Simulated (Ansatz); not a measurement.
`F[C@H](Cl)[Si@@H]1CO1` + `F[SiH2]N[SiH3]` → `[SiH3]N[SiH]1CO1` + `F[SiH2]C(F)Cl`  (redistribution)

Program: Ansatz. Geometries: PBE0-D4/def2-TZVP. ΔE: electronic, gas phase. CCSD(T)/CBS is the MP2 limit (def2-TZVPP, def2-QZVPP) plus CCSD(T) − MP2 in def2-TZVPP, frozen cores. This one scheme is used for every species. DFT in def2-TZVPP. Each species was taken in one conformer, which may not be the lowest.

```tsv
level	ΔE (kJ/mol)
PBE-D4	-1.3
MP2/def2-TZVPP	-5.0
```

Q: What does CCSD(T)/CBS give? (Best estimate.)

A: The calculation gave: -5.4 kJ/mol. The listed levels differ from it by 4.1, 0.4 kJ/mol.

Largest T1 diagnostic among the species: 0.013.

In def2-TZVPP, CCSD(T) changes the Hartree–Fock value by +7.1 kJ/mol (the triples alone add +1.4 kJ/mol) and MP2 by +7.0 kJ/mol.
